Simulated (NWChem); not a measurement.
System: MgH$_{2}$SO; SMILES [OH][Mg][SH]

```xyz
5

Mg     0.0043    -0.5907    -0.1027
O     -0.1930    -2.3747    -0.1851
H     -0.0577    -3.0588     0.4775
S      0.2493     1.7023    -0.0899
H     -1.0313     1.9129     0.2983
```
Atoms are numbered in this order, from 1.

Results from NWChem. Pople sets run with spherical d functions. All runs use the structure optimised with B3LYP/6-31G* (spherical d). Core excitations by TDA in a window of 1s orbitals, non-relativistic and unshifted: absolute energies depend strongly on the exact-exchange share.

Q: Predict the results for S K edge, B3LYP/6-311G**. Quantities: first 1s excitation (eV); dipole oscillator strength of the first; first state with f > 0.002 (eV); dipole oscillator strength of that state.

A: The first 1s excitation (eV) is 2414.0, the dipole oscillator strength of the first is 0.0016 and the first state with f > 0.002 (eV) is 2415.9. The dipole oscillator strength of that state is 0.0021.
